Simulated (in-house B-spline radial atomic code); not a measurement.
Ionising Dy2+ with different functionals

Computed with a B-spline radial code for spherical atoms: four-component Dirac-Coulomb Hamiltonian, Fermi nucleus of rms radius 5.2218 fm, spin-restricted, spherical fractional occupations for the functionals, and exact exchange of hybrids averaged over the configuration. The ionisation energy is the difference of two self-consistent energies, [Xe] 4f10 → [Xe] 4f9, without Breit or QED terms; ε is the level of the shell that loses the electron (mean over j). The electron is taken from both j subshells in proportion to 2j + 1, so the result is a j average, not the step between ground levels.

| method | rung | ΔSCF (eV) | -ε(4f) (eV) |
| --- | --- | --- | --- |
| PBE0 | global hybrid | 24.63 | 19.62 |
| BHandHLYP | global hybrid | 23.55 | 22.15 |
| HSE06 | range-separated hybrid | ? | ? |
| CAM-B3LYP | range-separated hybrid | ? | ? |

Problem. What does CAM-B3LYP give?

Solution. ΔSCF 24.75 eV, and -ε(4f) = 21.07 eV.

Problem. What does HSE06 give?

Solution. ΔSCF 24.58 eV, and -ε(4f) = 19.16 eV.

Problem. Among the functionals, which spreads more, the ΔSCF values or the orbital energies?

Solution. The orbital energies: ΔSCF values span about 1.20 eV and the orbital energies 2.99 eV.

Problem. How do they compare with the NIST value?

Solution. NIST lists 22.89 eV ± 0.03 (semi-empirical, ground level to ground level). Errors run from +0.66 to +1.86 eV; BHandHLYP is closest (+0.66 eV), but part of that can be cancellation, since the calculations leave out Breit-QED terms, spin polarisation, the choice among j levels, multiplet and fine-structure energies.
